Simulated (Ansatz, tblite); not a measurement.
Species of one formula, C$_{2}$H$_{8}$OSn (singlet), each relaxed with PBE0-D4/def2-SVP in Ansatz.

In the def2 sets Sn takes a core potential; there is no spin–orbit coupling. The xTB rows come from tblite. HSE06 is defined as in plane-wave codes, on full-range PBE exchange. Correlated methods freeze 7 core orbitals; core or outer-core shells of Sn are correlated, in sets that lack core-valence functions.

Other spin states weren't relaxed.

A:

```xyz
12

C    -0.755    2.195    0.326
C     0.217   -2.119   -0.852
O    -0.296   -0.830   -0.731
Sn    0.406    0.432    0.646
H     0.151   -0.296    2.184
H     2.087    0.641    0.340
H    -0.519    2.956    1.082
H    -1.822    1.939    0.388
H    -0.540    2.598   -0.673
H     1.300   -2.141   -1.098
H    -0.308   -2.640   -1.672
H     0.079   -2.735    0.061
```

B:

```xyz
12

C    -0.0195   -0.7515    0.0778
C    -0.7625   -1.4518    1.1944
O    -0.2144    0.6305    0.2008
Sn    0.6446    1.9092   -1.0617
H    -0.3849   -1.1312   -0.9008
H     1.0576   -1.0215    0.1292
H    -0.6396   -2.5442    1.1310
H    -0.3886   -1.1120    2.1718
H    -1.8359   -1.2153    1.1430
H     0.0887    3.4255   -0.5152
H     0.1092    1.5327   -2.6480
H     2.3454    1.7295   -0.9223
```

Problem. Estimate their order by electronic energy at PBE-QIDH/def2-TZVP, counted from the lowest.

Solution. A (0.00) < B (0.18), in eV.

Problem. Do the other levels pick the same lowest one?

Solution. Not GFN1-xTB, GFN2-xTB. Energies above each level's lowest (eV):

```json
{"level": "GFN1-xTB", "A": "0.27", "B": "0.00"}
{"level": "GFN2-xTB", "A": "0.41", "B": "0.00"}
{"level": "HF/def2-SVP", "A": "0.00", "B": "0.03"}
{"level": "HF/def2-TZVP", "A": "0.00", "B": "0.11"}
{"level": "PBE-D4/def2-SVP", "A": "0.00", "B": "0.06"}
{"level": "PBE-D4/def2-TZVP", "A": "0.00", "B": "0.17"}
{"level": "BLYP-D4/def2-TZVP", "A": "0.00", "B": "0.18"}
{"level": "r2SCAN-D4/def2-TZVP", "A": "0.00", "B": "0.17"}
{"level": "PBE0-D4/def2-SVP", "A": "0.00", "B": "0.06"}
{"level": "PBE0-D4/def2-TZVP", "A": "0.00", "B": "0.16"}
{"level": "HSE06-D4/def2-TZVP", "A": "0.00", "B": "0.16"}
{"level": "PBE-QIDH/def2-TZVP", "A": "0.00", "B": "0.18"}
{"level": "MP2/def2-SVP", "A": "0.00", "B": "0.05"}
{"level": "MP2/def2-TZVP", "A": "0.00", "B": "0.24"}
{"level": "CCSD/def2-SVP", "A": "0.00", "B": "0.02"}
{"level": "CCSD(T)/def2-SVP", "A": "0.00", "B": "0.02"}
```
Point groups (tolerance 0.1 Å): A not assigned, B not assigned. From def2-SVP to def2-TZVP the PBE0 values move by up to 0.10 eV, so results in the small set are rough.
